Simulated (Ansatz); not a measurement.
The cluster W₃O₅⁺, relaxed as a doublet with UKS r2SCAN-D4/def2-SVP in Ansatz, starting from the r2SCAN-D4/def2-SVP geometry of the neutral singlet. Force threshold 0.02 eV/Å.

In the def2 sets W takes a core potential; there is no spin–orbit coupling. The structure comes from a short search, and lower isomers may exist.

Start:

Cartesian coordinates in Å:
```
W 1.095 0.630 0.549
W -1.390 0.390 0.908
W -0.336 -0.908 -0.980
O -0.066 0.527 2.214
O 1.488 -1.054 -0.332
O -0.637 -0.352 -2.579
O 1.650 2.107 -0.135
O -1.805 -1.341 0.355
```

| step | energy (eV) | largest force component (eV/Å) | SCF passes |
| --- | --- | --- | --- |
| 1 | -15700.7135 | 2.419 | 40 |
| 2 (rejected) | -15700.6407 | 2.699 | 62 |
| 3 | -15700.9820 | 1.138 | 46 |
| 4 | -15701.0182 | 0.568 | 40 |
| 5 | -15701.0304 | 0.486 | 37 |
| 6 | -15701.0332 | 0.486 | 40 |
| 7 | -15701.0447 | 0.078 | 38 |
| 8 | -15701.0451 | 0.037 | 35 |
| 9 | -15701.0451 | 0.037 | 34 |
| 10 | -15701.0452 | 0.006 | 34 |

Force components are those of the run's own axes.

End:

```tsv
atom	x (Å)	y (Å)	z (Å)
W1	1.137	0.601	0.555
W2	-1.445	0.462	0.888
W3	-0.304	-0.948	-0.985
O4	-0.104	0.462	2.150
O5	1.502	-1.074	-0.325
O6	-0.618	-0.280	-2.513
O7	1.568	2.070	-0.176
O8	-1.736	-1.292	0.406
```

By distances, no bond broke or formed. The bond that changes most is W1–O7, from 1.72 to 1.70 Å (atoms count from 1).

No frequencies were taken in this run, so the end may be a saddle point.

Hardware: 4 threads of AMD EPYC 9R45 on a shared host. Wall time 42 s.
